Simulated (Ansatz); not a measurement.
Ansatz (a program for electronic structure) input (B3LYP-D3(BJ)/def2-TZVP):

Ansatz 0.2 input:
```yaml
crystal:
  periodic: [false, false, false]
  atoms:
    - {symbol: Al, position_ang: [-0.00000000, -0.00000000, -1.20443026]}
    - {symbol: Cl, position_ang: [0.00000000, 0.00000000, 0.92103490]}
basis:
  gaussian:
    orbitals: def2-TZVP
hamiltonian:
  xc: b3lyp
  dispersion: d3bj
magnetization: {spin_polarized: true, initial_magnetization: 2}
phonons: {temperatures: {t_min: 298.15, t_max: 298.15, t_step: 100}}
```

Output:

```
Functional definition: B3LYP
integrals: 0.01 GiB planned
522 factors; their error is unknown
mean field: 0.22 GiB planned
mean field evaluation 1: about -19118.7255 eV, gradient 1.1e1 eV
mean field evaluation 2: about -19118.1756 eV, gradient 1.6e1 eV
mean field evaluation 4: about -19119.4889 eV, gradient 7.0e-1 eV
mean field evaluation 8: about -19119.5327 eV, gradient 4.3e-2 eV
mean field evaluation 16: about -19119.4753 eV, gradient 2.0e0 eV
mean field -19119.53274105 eV, -702.6298685488 hartree, gradient 1.2e-5 eV, S^2 2.001551; 1 other end points of the search recorded, 0 dependent functions left out
the calculation of the forces begins
reference -19119.53291753 eV, -702.6298750344 hartree; 16, 14 occupied and 58, 60 virtual orbitals, 522 factors
these checks for a lower state are left out or cut short: stability, starts, cluster_reference, orbital_swaps, neighbouring_geometries, increment
integrals: 0.01 GiB planned
522 factors; their error is unknown
mean field: 0.22 GiB planned
mean field evaluation 32: about -19119.5327 eV, gradient 6.3e-7 eV
mean field -19119.53274105 eV, -702.6298685490 hartree, gradient 6.3e-7 eV, S^2 2.001551; 0 other end points of the search recorded, 0 dependent functions left out
the calculation of the forces begins
reference -19119.53291754 eV, -702.6298750346 hartree; 16, 14 occupied and 58, 60 virtual orbitals, 522 factors
these checks for a lower state are left out or cut short: stability, starts, cluster_reference, orbital_swaps, neighbouring_geometries, increment
integrals: 0.01 GiB planned
522 factors; their error is unknown
mean field: 0.22 GiB planned
mean field -19119.53274105 eV, -702.6298685490 hartree, gradient 6.3e-7 eV, S^2 2.001551; 0 other end points of the search recorded, 0 dependent functions left out
the calculation of the forces begins
reference -19119.53291754 eV, -702.6298750346 hartree; 16, 14 occupied and 58, 60 virtual orbitals, 522 factors
these checks for a lower state are left out or cut short: stability, starts, cluster_reference, orbital_swaps, neighbouring_geometries, increment
integrals: 0.01 GiB planned
522 factors; their error is unknown
mean field: 0.22 GiB planned
mean field -19119.53274105 eV, -702.6298685490 hartree, gradient 8.4e-7 eV, S^2 2.001551; 0 other end points of the search recorded, 0 dependent functions left out
the calculation of the forces begins
reference -19119.53291754 eV, -702.6298750346 hartree; 16, 14 occupied and 58, 60 virtual orbitals, 522 factors
these checks for a lower state are left out or cut short: stability, starts, cluster_reference, orbital_swaps, neighbouring_geometries, increment
integrals: 0.01 GiB planned
522 factors; their error is unknown
mean field: 0.22 GiB planned
mean field -19119.53274105 eV, -702.6298685490 hartree, gradient 8.4e-7 eV, S^2 2.001551; 0 other end points of the search recorded, 0 dependent functions left out
the calculation of the forces begins
reference -19119.53291754 eV, -702.6298750346 hartree; 16, 14 occupied and 58, 60 virtual orbitals, 522 factors
these checks for a lower state are left out or cut short: stability, starts, cluster_reference, orbital_swaps, neighbouring_geometries, increment
integrals: 0.01 GiB planned
522 factors; their error is unknown
mean field: 0.22 GiB planned
mean field -19119.53269185 eV, -702.6298667409 hartree, gradient 2.5e-6 eV, S^2 2.001543; 0 other end points of the search recorded, 0 dependent functions left out
the calculation of the forces begins
reference -19119.53286833 eV, -702.6298732264 hartree; 16, 14 occupied and 58, 60 virtual orbitals, 522 factors
these checks for a lower state are left out or cut short: stability, starts, cluster_reference, orbital_swaps, neighbouring_geometries, increment
integrals: 0.01 GiB planned
522 factors; their error is unknown
mean field: 0.22 GiB planned
mean field evaluation 64: about -19119.5327 eV, gradient 3.4e-5 eV
mean field -19119.53270503 eV, -702.6298672250 hartree, gradient 2.0e-6 eV, S^2 2.001559; 0 other end points of the search recorded, 0 dependent functions left out
the calculation of the forces begins
reference -19119.53288151 eV, -702.6298737107 hartree; 16, 14 occupied and 58, 60 virtual orbitals, 522 factors
these checks for a lower state are left out or cut short: stability, starts, cluster_reference, orbital_swaps, neighbouring_geometries, increment
integrals: 0.01 GiB planned
522 factors; their error is unknown
mean field: 0.22 GiB planned
mean field -19119.53274105 eV, -702.6298685490 hartree, gradient 6.3e-7 eV, S^2 2.001551; 0 other end points of the search recorded, 0 dependent functions left out
the calculation of the forces begins
reference -19119.53291754 eV, -702.6298750346 hartree; 16, 14 occupied and 58, 60 virtual orbitals, 522 factors
these checks for a lower state are left out or cut short: stability, starts, cluster_reference, orbital_swaps, neighbouring_geometries, increment
integrals: 0.01 GiB planned
522 factors; their error is unknown
mean field: 0.22 GiB planned
mean field -19119.53274105 eV, -702.6298685490 hartree, gradient 6.3e-7 eV, S^2 2.001551; 0 other end points of the search recorded, 0 dependent functions left out
the calculation of the forces begins
reference -19119.53291754 eV, -702.6298750346 hartree; 16, 14 occupied and 58, 60 virtual orbitals, 522 factors
these checks for a lower state are left out or cut short: stability, starts, cluster_reference, orbital_swaps, neighbouring_geometries, increment
integrals: 0.01 GiB planned
522 factors; their error is unknown
mean field: 0.22 GiB planned
mean field -19119.53274105 eV, -702.6298685490 hartree, gradient 8.4e-7 eV, S^2 2.001551; 0 other end points of the search recorded, 0 dependent functions left out
the calculation of the forces begins
reference -19119.53291754 eV, -702.6298750346 hartree; 16, 14 occupied and 58, 60 virtual orbitals, 522 factors
these checks for a lower state are left out or cut short: stability, starts, cluster_reference, orbital_swaps, neighbouring_geometries, increment
integrals: 0.01 GiB planned
522 factors; their error is unknown
mean field: 0.22 GiB planned
mean field -19119.53274105 eV, -702.6298685490 hartree, gradient 8.4e-7 eV, S^2 2.001551; 0 other end points of the search recorded, 0 dependent functions left out
the calculation of the forces begins
reference -19119.53291754 eV, -702.6298750346 hartree; 16, 14 occupied and 58, 60 virtual orbitals, 522 factors
these checks for a lower state are left out or cut short: stability, starts, cluster_reference, orbital_swaps, neighbouring_geometries, increment
integrals: 0.01 GiB planned
522 factors; their error is unknown
mean field: 0.22 GiB planned
mean field evaluation 96: about -19119.4929 eV, gradient 7.3e-2 eV
mean field -19119.53270503 eV, -702.6298672250 hartree, gradient 2.0e-6 eV, S^2 2.001559; 0 other end points of the search recorded, 0 dependent functions left out
the calculation of the forces begins
reference -19119.53288151 eV, -702.6298737107 hartree; 16, 14 occupied and 58, 60 virtual orbitals, 522 factors
these checks for a lower state are left out or cut short: stability, starts, cluster_reference, orbital_swaps, neighbouring_geometries, increment
integrals: 0.01 GiB planned
522 factors; their error is unknown
mean field: 0.22 GiB planned
mean field -19119.53269185 eV, -702.6298667409 hartree, gradient 2.5e-6 eV, S^2 2.001543; 0 other end points of the search recorded, 0 dependent functions left out
the calculation of the forces begins
reference -19119.53286833 eV, -702.6298732264 hartree; 16, 14 occupied and 58, 60 virtual orbitals, 522 factors
Total energy: -19119.61293350 eV, -702.6328155669 hartree
Atom 0 at    -0.000000    -0.000000    -1.204430 Å, force    -0.000000     0.000000    -0.000018 eV/Å
Atom 1 at     0.000000     0.000000     0.921035 Å, force     0.000000    -0.000000     0.000018 eV/Å
Dipole moment:    -0.000000     0.000000    -0.349953 e Å
Vibrations: 491.99 cm⁻¹, zero-point energy 0.030499 eV
```

This is an excited triplet: at this geometry the singlet lies 2.97 eV lower at CCSD(T)/CBS(aug-cc-pV(T+d)Z,aug-cc-pV(Q+d)Z).
